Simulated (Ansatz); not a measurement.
GeF₂⁺ (the lowest doublet isomer of a short search) was relaxed with PBE-D4 (def2-TZVP) in Ansatz in these states: charge +1 doublet, charge +1 quartet. The geometries follow in no particular order.

A:

```xyz
3

Ge    0.324    0.246   -0.426
F    -0.833   -0.959   -0.780
F     0.508    0.713    1.206
```

B:

```csv
atom,x (Å),y (Å),z (Å)
Ge1,0.9129,0.2129,0.3834
F2,-0.0586,-0.9867,-0.6504
F3,-0.8544,0.7738,0.2670
```

Q: Judge from the bond lengths which geometry belongs to which state (an estimate).

A: A is the charge +1 doublet (Ge1–F3 1.707 Å, Ge1–F2 1.707 Å); B is the charge +1 quartet (Ge1–F3 1.858 Å, Ge1–F2 1.858 Å).

At PBE0-D4/def2-TZVP a doublet lies 6.10 eV below the charge +1 quartet. These are the stationary points nearest to one start from a short search; other shapes may lie lower in each state.
